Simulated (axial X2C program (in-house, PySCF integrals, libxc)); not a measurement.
**Density and ELF of GaO**

Calculated with an in-house relativistic program for diatomic molecules. Two-component (2c) means X2C with spin–orbit coupling and atomic mean-field two-electron Coulomb and Gaunt terms. Basis: Ga dyall-cv3z [9s9p7d4f1g], O dyall-av3z [7s6p3d2f] (cores contracted in-house); Gaussian nuclei, density fitting, unrestricted open shells. Masses: Ga 68.926 u, O 15.995 u.

PBE0, with spin–orbit coupling, state Ω = 1/2 (⟨Sz⟩ = 0.50, ⟨Lz⟩ = 0.00 at PBE0); Ga at z = 0, O at z = 1.704 Å.

The maps cover the half plane through the axis: z from -2.4 to 3.6 Å along the bond, ρ from 0.15 to 2.25 Å away from it.

log10 of the density in e/bohr³:

```
 ρ\z  -2.4  -1.8  -1.2  -0.6   0.0   0.6   1.2   1.8   2.4   3.0   3.6
0.15  -3.2  -2.4  -1.6  -0.4   1.4  -0.4  -0.4   0.4  -0.9  -2.2  -3.4
0.45  -3.2  -2.4  -1.7  -0.8   0.2  -0.8  -0.7  -0.3  -1.1  -2.3  -3.4
0.75  -3.3  -2.6  -1.9  -1.3  -0.8  -1.3  -1.1  -0.9  -1.5  -2.5  -3.6
1.05  -3.5  -2.8  -2.1  -1.7  -1.5  -1.7  -1.6  -1.5  -2.0  -2.8  -3.8
1.35  -3.7  -3.0  -2.5  -2.1  -1.9  -2.0  -2.0  -2.1  -2.4  -3.2  -4.0
1.65  -3.9  -3.3  -2.8  -2.5  -2.4  -2.4  -2.5  -2.6  -2.9  -3.5  -4.2
1.95  -4.2  -3.6  -3.2  -2.9  -2.8  -2.9  -2.9  -3.0  -3.3  -3.9  -4.5
2.25  -4.5  -4.0  -3.5  -3.3  -3.2  -3.3  -3.3  -3.5  -3.8  -4.2  -4.8
```

Electron localisation function (collinear form, no current term, damped to 0 at low density):

```
 ρ\z  -2.4  -1.8  -1.2  -0.6   0.0   0.6   1.2   1.8   2.4   3.0   3.6
0.15  0.69  0.95  0.72  0.33  0.29  0.26  0.72  0.17  0.76  0.23  0.02
0.45  0.61  0.95  0.77  0.21  0.68  0.15  0.77  0.86  0.75  0.21  0.01
0.75  0.44  0.93  0.84  0.27  0.20  0.17  0.69  0.85  0.66  0.16  0.01
1.05  0.21  0.89  0.89  0.51  0.24  0.26  0.52  0.70  0.47  0.10  0.00
1.35  0.06  0.76  0.88  0.70  0.42  0.29  0.33  0.46  0.27  0.05  0.00
1.65  0.01  0.40  0.78  0.71  0.47  0.22  0.19  0.25  0.13  0.02  0.00
1.95  0.00  0.07  0.47  0.53  0.32  0.12  0.10  0.10  0.04  0.00  0.00
2.25  0.00  0.01  0.09  0.20  0.12  0.05  0.03  0.03  0.01  0.00  0.00
```

Axial spin density in 10⁻³ e/bohr³:

```
 ρ\z  -2.4  -1.8  -1.2  -0.6  0.0   0.6    1.2    1.8   2.4  3.0  3.6
0.15   0.5   3.0  14.2  19.7  8.9  -3.9  102.5  121.9  42.1  2.4  0.2
0.45   0.5   2.5  11.1  17.3  0.1  -2.9   27.8   11.1  17.4  1.6  0.1
0.75   0.3   1.8   7.0  11.4  0.6  -2.9    3.1    0.1   4.4  0.8  0.1
1.05   0.2   1.1   3.8   5.8  0.8  -1.9   -0.5   -0.4   0.9  0.3  0.0
1.35   0.1   0.6   1.8   2.5  0.5  -0.9   -0.5   -0.2   0.2  0.1  0.0
1.65   0.1   0.3   0.8   1.0  0.3  -0.3   -0.2   -0.1   0.0  0.0  0.0
1.95   0.0   0.1   0.3   0.4  0.1  -0.1   -0.1    0.0   0.0  0.0  0.0
2.25   0.0   0.1   0.1   0.1  0.1   0.0    0.0    0.0   0.0  0.0  0.0
```

Occupations by symmetry block were frozen at the best pattern of an incomplete PBE0 search. Density functionals use the spin component along the axis (collinear).
